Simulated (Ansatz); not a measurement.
Reaction (silylene formation by 1,1-elimination): `O[SiH](O)[SiH2]F` → `O[SiH](O)F` + `[SiH2]`

Program: Ansatz. Geometries: PBE0-D4/def2-TZVP. ΔE: electronic, gas phase. CBS: MP2 limit from def2 TZ/QZ plus the TZ coupled-cluster correction, frozen cores. This one scheme is used for every species. Functionals use def2-TZVPP. HSE06 is defined as in plane-wave codes. One conformer a species, not always the lowest.

Is it downhill or uphill in electronic energy at CCSD(T)/CBS, and by how much? (An estimate is asked.)

The calculation gave: Uphill: ΔE = +177.1 kJ/mol.

What do these levels give: CAM-B3LYP-D4, BLYP, HSE06, LC-ωPBE, CCSD(T)/def2-SVP, SCS-MP2/def2-QZVPP? (Estimate.)

Ansatz gave: CAM-B3LYP-D4 182.2, BLYP 160.0, HSE06 190.7, LC-ωPBE 199.8, CCSD(T)/def2-SVP 155.7, SCS-MP2/def2-QZVPP 179.2 kJ/mol.

Largest T1 diagnostic among the species: 0.014.

In def2-TZVPP, CCSD(T) changes the Hartree–Fock value by +16.6 kJ/mol (the triples alone add +5.1 kJ/mol) and MP2 by +31.5 kJ/mol. Leaving LDA and LC-ωPBE aside and taking each functional with its dispersion term where it has one, the values, not all of them listed here, spread over 29.2 kJ/mol, from ωB97M-V to r2SCAN-D4. LDA lies +24.1 kJ/mol from PBE without D4. The D4 term adds +12.0 kJ/mol with B3LYP and +6.7 kJ/mol with PBE0; it sums over pairs of atoms, weighted by their polarisabilities, and B3LYP, whose exchange is more repulsive, gets the larger term.

B3LYP here is the variant with VWN-RPA as its local correlation; programs differ in this.
